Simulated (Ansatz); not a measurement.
Molecular dynamics of FH$_{5}$W

Input file:

```yaml
crystal:
  periodic: [false, false, false]
  atoms:
    - { symbol: W, position_ang: [-0.070043, -0.296872, 0.119298] }
    - { symbol: H, position_ang: [0.797695, -0.169443, 1.57218] }
    - { symbol: H, position_ang: [1.270655, 0.716026, 0.152164] }
    - { symbol: H, position_ang: [-0.16454, 1.476532, 0.180552] }
    - { symbol: H, position_ang: [-1.616496, 0.424943, 0.143985] }
    - { symbol: F, position_ang: [-0.115433, -2.211302, 0.052777] }
    - { symbol: H, position_ang: [0.797861, -0.069883, -1.32126] }
basis:
  gaussian: { orbitals: def2-SVP }
hamiltonian:
  xc: blyp
md:
  timestep: 0.5
  n_steps: 200
  ensemble: nve
  temperature: 300.0
  initial_velocities: maxwell_boltzmann
  seed: 7318
```

Run as:

```bash
$ ansatz run input.yaml --threads 1 --pin off --max-ram 2048MiB --backend cpu --events-out ev --progress --plain --runs-dir out
```

It starts at the highest image of a converged band, a first-order saddle point between two minima.

Output, in part (one step line in 7, the closing report, with atoms numbered from 0):

```
md step     0: t =     0.00 fs  T =   300.0 K  F+E_penalty+E_count = -4619.12507807 eV  E_kin = 0.193890 eV  conserved = -4618.93118807 eV  (28 SCF iters)
md step     7: t =     3.50 fs  T =   161.0 K  F+E_penalty+E_count = -4619.03443511 eV  E_kin = 0.104086 eV  conserved = -4618.93034953 eV  (33 SCF iters)
md step    14: t =     7.00 fs  T =   285.9 K  F+E_penalty+E_count = -4619.11566229 eV  E_kin = 0.184790 eV  conserved = -4618.93087186 eV  (34 SCF iters)
md step    21: t =    10.50 fs  T =   377.3 K  F+E_penalty+E_count = -4619.17449466 eV  E_kin = 0.243867 eV  conserved = -4618.93062780 eV  (33 SCF iters)
md step    28: t =    14.00 fs  T =   624.3 K  F+E_penalty+E_count = -4619.33407656 eV  E_kin = 0.403460 eV  conserved = -4618.93061607 eV  (34 SCF iters)
md step    35: t =    17.50 fs  T =   996.1 K  F+E_penalty+E_count = -4619.57508942 eV  E_kin = 0.643789 eV  conserved = -4618.93129995 eV  (33 SCF iters)
md step    42: t =    21.00 fs  T =  1020.7 K  F+E_penalty+E_count = -4619.59033226 eV  E_kin = 0.659666 eV  conserved = -4618.93066599 eV  (32 SCF iters)
md step    49: t =    24.50 fs  T =  1115.7 K  F+E_penalty+E_count = -4619.65233791 eV  E_kin = 0.721108 eV  conserved = -4618.93123011 eV  (33 SCF iters)
md step    56: t =    28.00 fs  T =   959.6 K  F+E_penalty+E_count = -4619.55072619 eV  E_kin = 0.620182 eV  conserved = -4618.93054384 eV  (34 SCF iters)
md step    63: t =    31.50 fs  T =  1030.6 K  F+E_penalty+E_count = -4619.59698382 eV  E_kin = 0.666065 eV  conserved = -4618.93091886 eV  (32 SCF iters)
md step    70: t =    35.00 fs  T =  1044.0 K  F+E_penalty+E_count = -4619.60586619 eV  E_kin = 0.674762 eV  conserved = -4618.93110453 eV  (33 SCF iters)
md step    77: t =    38.50 fs  T =   909.4 K  F+E_penalty+E_count = -4619.51835486 eV  E_kin = 0.587774 eV  conserved = -4618.93058113 eV  (32 SCF iters)
md step    84: t =    42.00 fs  T =  1030.8 K  F+E_penalty+E_count = -4619.59748789 eV  E_kin = 0.666210 eV  conserved = -4618.93127792 eV  (33 SCF iters)
md step    91: t =    45.50 fs  T =   884.2 K  F+E_penalty+E_count = -4619.50244991 eV  E_kin = 0.571435 eV  conserved = -4618.93101503 eV  (33 SCF iters)
md step    98: t =    49.00 fs  T =   777.5 K  F+E_penalty+E_count = -4619.43306387 eV  E_kin = 0.502499 eV  conserved = -4618.93056442 eV  (33 SCF iters)
md step   105: t =    52.50 fs  T =  1022.7 K  F+E_penalty+E_count = -4619.59207386 eV  E_kin = 0.660980 eV  conserved = -4618.93109399 eV  (33 SCF iters)
md step   112: t =    56.00 fs  T =  1229.1 K  F+E_penalty+E_count = -4619.72519051 eV  E_kin = 0.794355 eV  conserved = -4618.93083592 eV  (30 SCF iters)
md step   119: t =    59.50 fs  T =  1519.4 K  F+E_penalty+E_count = -4619.91303905 eV  E_kin = 0.981976 eV  conserved = -4618.93106340 eV  (33 SCF iters)
md step   126: t =    63.00 fs  T =  1700.3 K  F+E_penalty+E_count = -4620.03024567 eV  E_kin = 1.098898 eV  conserved = -4618.93134808 eV  (32 SCF iters)
md step   133: t =    66.50 fs  T =  1518.2 K  F+E_penalty+E_count = -4619.91228857 eV  E_kin = 0.981222 eV  conserved = -4618.93106621 eV  (33 SCF iters)
md step   140: t =    70.00 fs  T =  1064.9 K  F+E_penalty+E_count = -4619.61914326 eV  E_kin = 0.688218 eV  conserved = -4618.93092572 eV  (33 SCF iters)
md step   147: t =    73.50 fs  T =   636.6 K  F+E_penalty+E_count = -4619.34209134 eV  E_kin = 0.411467 eV  conserved = -4618.93062481 eV  (33 SCF iters)
md step   154: t =    77.00 fs  T =   551.3 K  F+E_penalty+E_count = -4619.28695584 eV  E_kin = 0.356278 eV  conserved = -4618.93067801 eV  (32 SCF iters)
md step   161: t =    80.50 fs  T =   724.9 K  F+E_penalty+E_count = -4619.39953047 eV  E_kin = 0.468524 eV  conserved = -4618.93100608 eV  (33 SCF iters)
md step   168: t =    84.00 fs  T =   980.2 K  F+E_penalty+E_count = -4619.56433127 eV  E_kin = 0.633533 eV  conserved = -4618.93079848 eV  (33 SCF iters)
md step   175: t =    87.50 fs  T =  1259.7 K  F+E_penalty+E_count = -4619.74560542 eV  E_kin = 0.814159 eV  conserved = -4618.93144624 eV  (32 SCF iters)
md step   182: t =    91.00 fs  T =  1164.7 K  F+E_penalty+E_count = -4619.68359159 eV  E_kin = 0.752733 eV  conserved = -4618.93085839 eV  (32 SCF iters)
md step   189: t =    94.50 fs  T =  1180.5 K  F+E_penalty+E_count = -4619.69371065 eV  E_kin = 0.762971 eV  conserved = -4618.93073974 eV  (33 SCF iters)
md step   196: t =    98.00 fs  T =  1431.3 K  F+E_penalty+E_count = -4619.85616184 eV  E_kin = 0.925048 eV  conserved = -4618.93111358 eV  (33 SCF iters)
md step   200: t =   100.00 fs  T =  1553.3 K  F+E_penalty+E_count = -4619.93492455 eV  E_kin = 1.003884 eV  conserved = -4618.93104047 eV  (30 SCF iters)
Total energy: -4619.93529819 eV, -169.7794907038 hartree
Atom 0 at    -0.062662    -0.300901     0.111093 Å, force    -0.301413    -0.241212     0.783097 eV/Å
Atom 1 at     0.852020     0.257395     1.473943 Å, force    -0.111115    -0.042407    -0.496604 eV/Å
Atom 2 at     1.437838     0.190088    -0.596027 Å, force     0.097814     0.243999     0.929712 eV/Å
Atom 3 at    -1.100785     0.289065     1.376505 Å, force     0.567370     0.230406    -0.217324 eV/Å
Atom 4 at    -1.318033     0.724142    -0.538323 Å, force    -0.117156    -0.543035     0.537708 eV/Å
Atom 5 at    -0.123924    -2.156817     0.146002 Å, force    -0.246621     0.266772    -0.405425 eV/Å
Atom 6 at     0.027987     0.625306    -1.249139 Å, force     0.111120     0.085477    -1.131163 eV/Å
Dipole moment:    -0.051392    -0.059253    -0.151765 e Å
```

All steps were run. The conserved energy stayed within 0.13 meV per atom of its start (net change 0.021 meV per atom), so the integration is sound. The kinetic energy rose, since the run started high on the potential surface and went downhill. A run of 0.1 ps of so small a system gives no equilibrium averages. The orbitals stay closed-shell, which can raise the energy where a bond breaks towards radicals; this wasn't checked here.

The same pairs are bonded in the first frame and the last. Pairs count as bonded within 1.25 times the sum of covalent radii (0.12 Å more for H–H).

Last frame:

```xyz
7
Properties=species:S:1:pos:R:3
W -0.063 -0.301 0.111
H 0.852 0.257 1.474
H 1.438 0.190 -0.596
H -1.101 0.289 1.377
H -1.318 0.724 -0.538
F -0.124 -2.157 0.146
H 0.028 0.625 -1.249
```

Time of the run: 6.7 min on 1 thread of Arm Neoverse V2 (shared host), peak memory 0.12 GiB.
